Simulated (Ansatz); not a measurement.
One change: `O[SiH](F)I` becomes `C[SiH2][SiH](O)F`.

Ansatz, PBE0-D4/def2-TZVP geometries, multiplicity 1. Each molecule was computed in one conformer, which needn't be the lowest.

Elements past krypton have def2 core potentials.  Spin–orbit coupling is left out; it splits and shifts lone-pair levels of the heavy atoms by tenths of an eV.

| property | `O[SiH](F)I` |
| --- | --- |
| HOMO–LUMO gap (PBE/def2-TZVPP) / eV | 5.75 |
| HOMO energy (PBE0/def2-TZVPP) / eV | -8.03 |
| HOMO–LUMO gap (ωB97M-V/def2-TZVPP) / eV | 11.83 |
| HOMO–LUMO gap (B3LYP/def2-TZVPP) / eV | 7.30 |
| LUMO energy (B3LYP/def2-TZVPP) / eV | -0.47 |
| HOMO energy (PBE/def2-TZVPP) / eV | -6.85 |

Question: Give the same properties after the change, and the shifts. (Estimate.)

Answer: Computed: 
| property | `C[SiH2][SiH](O)F` | shift |
| --- | --- | --- |
| HOMO–LUMO gap (PBE/def2-TZVPP) / eV | 5.69 | -0.06 |
| HOMO energy (PBE0/def2-TZVPP) / eV | -7.97 | 0.06 |
| HOMO–LUMO gap (ωB97M-V/def2-TZVPP) / eV | 11.45 | -0.38 |
| HOMO–LUMO gap (B3LYP/def2-TZVPP) / eV | 7.34 | 0.04 |
| LUMO energy (B3LYP/def2-TZVPP) / eV | -0.45 | 0.02 |
| HOMO energy (PBE/def2-TZVPP) / eV | -6.74 | 0.11 |

The zero-point energy changes by 139.3 kJ/mol with +18 modes.

B3LYP here is the variant with VWN-RPA as its local correlation; programs differ in this.
